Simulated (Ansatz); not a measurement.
`NB(N)F` + `CC` → `CCB(N)N` + H–F  (formal exchange of groups at a B–F bond)

Computed with Ansatz on PBE0-D4/def2-TZVP structures; ΔE is electronic, products minus reactants. CCSD(T)/CBS is the MP2 limit (def2-TZVPP, def2-QZVPP) plus CCSD(T) − MP2 in def2-TZVPP, frozen cores. This one scheme is used for every species. Functionals use def2-TZVPP. HSE06 is defined as in plane-wave codes. One conformer a species, not always the lowest.

**Question.** Is it downhill or uphill in electronic energy at CCSD(T)/CBS, and by how much? (An estimate is asked.)

**Answer.** Ansatz gave: Uphill: ΔE = +137.7 kJ/mol.

**Question.** What do these levels give: r2SCANh-D4, HSE06-D4, CAM-B3LYP-D4, PBE-QIDH, PBE, BLYP, HF/def2-SVP, CCSD/def2-SVP, CCSD(T)/def2-SVP, HF/def2-TZVPP, SCS-MP2/def2-TZVPP, MP2/CBS(def2)? (Best estimate.)

**Answer.** The calculation gave: r2SCANh-D4 150.3, HSE06-D4 140.6, CAM-B3LYP-D4 153.6, PBE-QIDH 144.2, PBE 143.9, BLYP 158.4, HF/def2-SVP 182.9, CCSD/def2-SVP 162.5, CCSD(T)/def2-SVP 159.7, HF/def2-TZVPP 175.2, SCS-MP2/def2-TZVPP 144.5, MP2/CBS(def2) 134.2 kJ/mol.

Largest T1 diagnostic among the species: 0.010.

At CCSD(T), def2-SVP lies +22.0 kJ/mol from the extrapolated value and def2-TZVPP +3.6 kJ/mol. Leaving LDA and LC-ωPBE aside and taking each functional with its dispersion term where it has one, the values, not all of them listed here, spread over 24.0 kJ/mol, from revPBE-D4 to B97M-V. LDA lies −4.3 kJ/mol from PBE without D4. From BLYP to BHLYP (50 % exact exchange), in def2-TZVPP and without D4, ΔE moves by +5.2 kJ/mol.
